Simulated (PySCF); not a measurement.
**Relaxation of singlet Ni₂F⁺**

Computed with PySCF, PBE0, basis F def2-TZVP, Ni def2-TZVP (no relativity, density fitting). A (50,194) grid was used.

A hand-made linear start, of D∞h symmetry, held to at least that symmetry:

```xyz
3
charge 1 multiplicity 1, angstrom
F     0.0000    0.0000    0.0000
Ni    0.0000    0.0000    1.7052
Ni    0.0000    0.0000   -1.7052
```

At each step, columns x, y, z (Å) and Fx, Fy, Fz (eV/Å):

```
step 0  E − E(last) = 12.00 kJ/mol
F    0.000   0.000   0.000   0.000   0.000   0.000
Ni   0.000   0.000   1.705   0.000   0.000   1.636
Ni   0.000   0.000  -1.705   0.000   0.000  -1.636
step 1  E − E(last) = 1.75 kJ/mol
F    0.000   0.000   0.000   0.000   0.000   0.000
Ni   0.000   0.000   1.755   0.000   0.000   0.565
Ni   0.000   0.000  -1.755   0.000   0.000  -0.565
step 2  E − E(last) = 0.08 kJ/mol
F    0.000   0.000   0.000   0.000   0.000   0.000
Ni   0.000   0.000   1.781   0.000   0.000   0.114
Ni   0.000   0.000  -1.781   0.000   0.000  -0.114
step 3  E − E(last) = 0.00 kJ/mol
F    0.000   0.000   0.000   0.000   0.000   0.000
Ni   0.000   0.000   1.787   0.000   0.000   0.010
Ni   0.000   0.000  -1.787   0.000   0.000  -0.010
step 4  E − E(last) = 0.00 kJ/mol
F    0.000   0.000   0.000   0.000   0.000  -0.002
Ni   0.000   0.000   1.788   0.000   0.000   0.001
Ni   0.000   0.000  -1.788   0.000   0.000   0.001
```

It ends at D∞h with F–Ni 1.788 Å (×2); Ni–F–Ni 180.0°. A frequency run shows 2 imaginary modes (one degenerate set), down to 42i cm⁻¹, so it is a higher-order saddle point. Other isomers or separated fragments may lie lower.

Stability towards spin polarisation was not tested.
